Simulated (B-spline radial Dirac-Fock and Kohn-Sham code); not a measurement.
Z = 50 (tin), transition energy 1000 keV. Method: a Dirac-Hartree-Slater potential of the neutral atom with a Latter tail (no hole, which puts coefficients of high multipoles low close above an edge), finite nucleus with surface currents. Computed with a B-spline atomic structure program. Subshells that would emit electrons below 1 keV are left out.

Q: A pure transition shows α(K) = 0.00460, L1/L2 = 4.66 and L1/L3 = 14.7. What is its multipolarity?
A. E2
B. M3
C. M4
D. M1
E. E1
F. E3
G. M2
H. E4

A: H. For comparison, α(K), L1/L2, L1/L3 are E1 0.000479, 47.8, 30.9; E2 0.00112, 18.3, 26.1; E3 0.00232, 8.29, 20.0; M1 0.00137, 35.6, 97.6; M2 0.00332, 22.6, 92.0; M3 0.00688, 15.5, 44.8; M4 0.0136, 11.4, 21.7.
